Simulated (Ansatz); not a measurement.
Ligand exchange: SiCl4 + GeHCl3 → SiHCl3 + GeCl4

Species: SiCl4 (silicon tetrachloride) `Cl[Si](Cl)(Cl)Cl`, singlet; GeHCl3 `[Cl][GeH]([Cl])[Cl]`, singlet; SiHCl3 (trichlorosilane) `Cl[SiH](Cl)Cl`, singlet; GeCl4 (germanium tetrachloride) `[Cl][Ge]([Cl])([Cl])[Cl]`, singlet. The partners trade Cl for H: Si–Cl and Ge–H bonds give way to Si–H and Ge–Cl.

Shapes, held fixed at every level: PBE0-D4/def2-TZVP. Programs: Ansatz 0.2.0. The zero-point and thermal change to 298 K, harmonic and unscaled (PBE0-D4/def2-TZVP), is +0.9 kJ/mol.

```tsv
level	kind	ΔH(298 K) (kJ/mol)	less CCSD(T)/def2-TZVPP
r2SCAN-D4/def2-TZVPP	meta-GGA	+28.5	+4.7
r2SCAN0-D4/def2-TZVPP	global hybrid	+28.7	+4.9
wB97M-V/def2-TZVPP	range-separated hybrid	+29.2	+5.4
B2PLYP/def2-TZVPP	double hybrid	+24.8	+1.0
MP2/def2-SVP	perturbation theory	+22.6	-1.2
MP2/def2-TZVPP	perturbation theory	+26.1	+2.3
CCSD/def2-SVP	coupled cluster or CI	+21.3	-2.5
CCSD(T)/def2-TZVPP	coupled cluster or CI	+23.8	0.0
```

The highest level, CCSD(T)/def2-TZVPP, gives ΔH(298 K) = +23.8 kJ/mol; the levels span +21.3 to +29.2. The column of differences is taken from that level and isn't an error. No measured value is set beside it here. Relativity is left out for Ge. Outer-core shells of Ge are correlated in most correlated rows, in sets that cover them unevenly.
